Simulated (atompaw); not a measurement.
**Before and after: PAW (atompaw) potential for Pm**

Pm, PAW, made with atompaw 4.2.0.5 (PBE, scalar-relativistic). Core [Kr] 4d10, reference 4f4.5 5s2 5p6 5d0.5 6s2 6p0. Waves: 5s (bound): rc 2.70 bohr; 6s (bound): rc 3.00 bohr; 5p (bound): rc 2.05 bohr; 6p (bound, empty): rc 2.45 bohr; 5d (bound): rc 3.00 bohr; 5d channel at 0.75 Ry: rc 3.00 bohr; 4f (bound): rc 1.80 bohr; 4f channel at 2.75 Ry: rc 1.80 bohr. Local part: bessel scheme, radius 2.40 bohr. Core correction: smooth core density matched at 2.95 bohr. Augmentation charge: gaussian compensation charge, radius 2.65 bohr; PAW radius 3.00 bohr; waves and projectors: custom rrkj gramschmidtortho.

All-electron outer shells of the reference configuration (PBE, scalar-relativistic, ld1.x):

```tsv
shell	level (eV)	outermost node (bohr)	outermost maximum (bohr)
4p	-239.93	0.31	0.58
4d	-125.86	0.29	0.60
5s	-43.52	0.70	1.29
5p	-24.00	0.75	1.46
4f	-4.67	–	0.63
6s	-3.76	1.72	3.63
5d	-2.32	0.85	2.12
6p	-1.29	2.06	4.84
```

Change: local potential bessel scheme, radius 1.64 bohr.

Cutoffs: the cutoffs (Ry, on a coarse ladder) from which the occupation-weighted sum of valence levels, in a spherical-Bessel basis at the reference potential, stays within 10 and 1 mRy of its value at 400 Ry; they do not see the model core or the augmentation charge, which bear on the density cutoff.

**Question.** What does the change do?

**Answer.** The potential gets neither clearly harder nor softer (40 Ry and 70 Ry → 40 Ry and 70 Ry); the range in which the s phases agree narrows (upper end 3.6 → 0.5); the range in which the f phases agree widens (upper end 1.2 → at the end of the scan); neither file shows a bound ghost.

| quantity | base | changed |
| --- | --- | --- |
| cutoff, loose | 40 Ry | 40 Ry |
| cutoff, tight | 70 Ry | 70 Ry |
| bound ghosts | none | none |
| s: phases at 3.02 bohr within 0.05 rad from the reference energy up to (Ry; the scan ends near 5) | 3.6 | 0.5 |
| p: phases at 3.02 bohr within 0.05 rad from the reference energy up to (Ry; the scan ends near 5) | to the end of the scan | to the end of the scan |
| d: phases at 3.02 bohr within 0.05 rad from the reference energy up to (Ry; the scan ends near 5) | 2.7 | 2.5 |
| f: phases at 3.02 bohr within 0.05 rad from the reference energy up to (Ry; the scan ends near 5) | 1.2 | to the end of the scan |
| lowest overlap eigenvalue by channel | s 0.54, p 0.14, d 0.61, f 0.95 | s 0.50, p 0.16, d 0.45, f 0.90 |

 The cutoffs see the waves, projectors and local potential, not the compensation charge or the core.
